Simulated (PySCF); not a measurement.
PySCF 2.14 output of an unrestricted BLYP calculation on a single atom or ion in x2c-TZVPPall with one added diffuse shell each of s, p, d, f type (12s8p8d4f1g, 113 functions), with scalar relativity by spin-free X2C-1e:

```
SCF conv_tol = 1e-09
number electrons alpha = 41  beta = 34
    A. D. Becke.,  Phys. Rev. A 38, 3098 (1988)
    C. Lee, W. Yang, and R. G. Parr.,  Phys. Rev. B 37, 785 (1988)
    B. Miehlich, A. Savin, H. Stoll, and H. Preuss.,  Chem. Phys. Lett. 157, 200 (1989)
cycle= 1 E= -16694.3888966424  delta_E= -0.0302  |g|= 0.345  |ddm|= 0.485
cycle= 2 E= -16694.3802740925  delta_E= 0.00862  |g|= 0.426  |ddm|= 0.374
cycle= 3 E= -16694.3990376265  delta_E= -0.0188  |g|= 0.0204  |ddm|= 0.247
cycle= 4 E= -16694.3991645737  delta_E= -0.000127  |g|= 0.00145  |ddm|= 0.0286
cycle= 5 E= -16694.3991654609  delta_E= -8.87e-07  |g|= 0.000183  |ddm|= 0.00315
cycle= 6 E= -16694.3991654809  delta_E= -2e-08  |g|= 1.05e-05  |ddm|= 0.000485
cycle= 7 E= -16694.399165481  delta_E= -4.37e-11  |g|= 7.74e-07  |ddm|= 1.31e-05
converged SCF energy = -16694.399165481  <S^2> = 15.750855  2S+1 = 8.0002138
```

The run itself started from symmetry-adapted Hartree-Fock orbitals and held the occupation by maximum overlap, on a logarithmic radial grid, so the iterations belong to that start.

Q: Which element, charge and spin multiplicity is this?

A: Re (rhenium, neutral), multiplicity 8; the state was [Xe] 4f14 5d5 6s1 6p1, high-spin 8P determinant (an excited configuration).

Spin-orbit coupling, absent here, splits the open shell strongly.
